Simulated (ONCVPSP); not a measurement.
Ta (Z = 73), ONCV: configuration errors across variants

```json
{
 "Element": "tantalum",
 "Generator": "ONCVPSP 4.0.1",
 "Type": "optimised norm-conserving Vanderbilt (ONCV)",
 "Functional": "LDA (Perdew-Wang 92)",
 "Relativity": "fully relativistic",
 "Frozen core": "[Kr] 4d10 4f14",
 "Valence charge": "13",
 "Reference configuration": "5s2 5p6 5d3 6s1.75 6p0.25",
 "Partial waves": "5s+6s: rc 2.15 bohr, ncon 3, nbas 6, qcut 6.4 1/bohr, 3 projectors, debl 1.2 Ha; 5p+6p: rc 2.35 bohr, ncon 4, nbas 8, qcut 5.9 1/bohr, 2 projectors; 5d: rc 1.95 bohr, ncon 4, nbas 7, qcut 4.5 1/bohr, 1 projector; f scattering state at 0.32 Ha: rc 1.95 bohr, ncon 3, nbas 7, qcut 5.5 1/bohr, local",
 "Local potential": "the f channel",
 "Core correction": "Teter function, fcfact 4.75, rcfact 1.65"
}
```

Open shells are filled in proportion to 2j + 1.

All-electron excitation energies from the reference (eV): (1) 5s2 5p6 5d3 6s2 6p0 -1.032; (2) 5s2 5p6 5d3 6s1 6p0 7.664; (3) 5s2 5p6 5d3 6s0 6p0 22.964; (4) 5s2 5p6 5d3 6s0 6p2 7.670.

Errors AE − PS in meV (a dash: test not solved or not reliable):

```tsv
change	(1)	(2)	(3)	(4)	bound ghosts	GHOST(+) flags above zero
base	-0.1	-2.0	-18	-7.2	none	d5/2, d3/2
core correction Teter function, fcfact 1.2, rcfact 1.65	-0.1	-1.2	-12	-4.5	none	d5/2, d3/2
core correction Teter function, fcfact 2.5, rcfact 1.65	-0.1	-1.5	-15	-5.7	none	d5/2, d3/2
core correction Teter function, fcfact 3.1, rcfact 1.65	-0.1	-1.7	-16	-6.2	none	d5/2, d3/2
core correction Teter function, fcfact 4, rcfact 1.65	-0.1	-1.8	-17	-6.8	none	d5/2, d3/2
core correction Teter function, fcfact 4.8, rcfact 1.65	-0.1	-2.0	-18	-7.2	none	d5/2, d3/2
core correction Teter function, fcfact 5.9, rcfact 1.65	-0.2	-2.1	-19	-7.8	none	d5/2, d3/2
core correction Teter function, fcfact 7.4, rcfact 1.65	-0.2	-2.3	-21	-8.5	none	d5/2, d3/2
```

(1) Give the same row for: core correction Teter function, fcfact 6.7, rcfact 1.65.

## Answers

(1) -0.2, -2.2, -20, -8.2; bound ghosts: none; GHOST(+) flags above zero: d5/2, d3/2.
